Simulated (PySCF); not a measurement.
# A small calculation by hand: refractive index and permittivity of the vapour

H₂SSn, SMILES [SH][SnH] (connectivity only; charge and spin as stated), neutral, multiplicity 1.

Geometry optimised at B3LYP-D3(BJ)/def2-TZVP. The def2 effective core potentials stand for the cores of Sn; spin–orbit coupling is left out.

M06-2X/def2-TZVPD run with PySCF gives a mean static polarisability of 71.4 bohr³ and a dipole moment of 2.05 D. Take an ideal gas at 298.15 K and 1 bar, whether or not the substance is that volatile.

### Question
Work out n − 1 in the optical limit and the static ε − 1.

### Answer

Polarisability volume α' = 71.4 × 0.148185 = 10.58 Å³. Number density N = p/kT = 2.43e-5 Å⁻³.
Dilute limit of Lorentz–Lorenz: n − 1 = 2π N α' = 0.0016.
Orientation term of Debye: μ²/(3kT) = 8.098 Å³ × μ²(D²) = 34.03 Å³.
ε − 1 = 4π N (α' + μ²/3kT) = 0.014. Orientation of the dipole supplies 76 % of the static response; it can't follow optical fields. Vibrational polarisation and dispersion are left out.
